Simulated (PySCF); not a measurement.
Si(OMe)2 (C2H6O2Si), SMILES CO[Si]OC (connectivity only; charge and spin as stated), neutral, multiplicity 1.

Geometry: B3LYP-D3(BJ)/def2-SVP. One conformer was computed; it need not be the lowest.

The numbers are results of ωB97X/def2-TZVP (PySCF), not measurements.

Symmetry labels are those of the subgroup Cs that the program uses (full group Cs).

Q: List the valence orbital energies around the gap with their symmetry. (Estimate from the structure and the level; the computed values follow.)

A: 
| orbital | symmetry | energy (eV) |
|---|---|---|
| HOMO−7 | A" | -15.47 |
| HOMO−6 | A" | -15.15 |
| HOMO−5 | A' | -14.63 |
| HOMO−4 | A' | -12.13 |
| HOMO−3 | A" | -11.61 |
| HOMO−2 | A' | -11.30 |
| HOMO−1 | A" | -10.73 |
| HOMO | A' | -9.34 |
| LUMO | A" | 0.98 |
| LUMO+1 | A' | 2.61 |
| LUMO+2 | A' | 3.39 |
| LUMO+3 | A' | 4.18 |
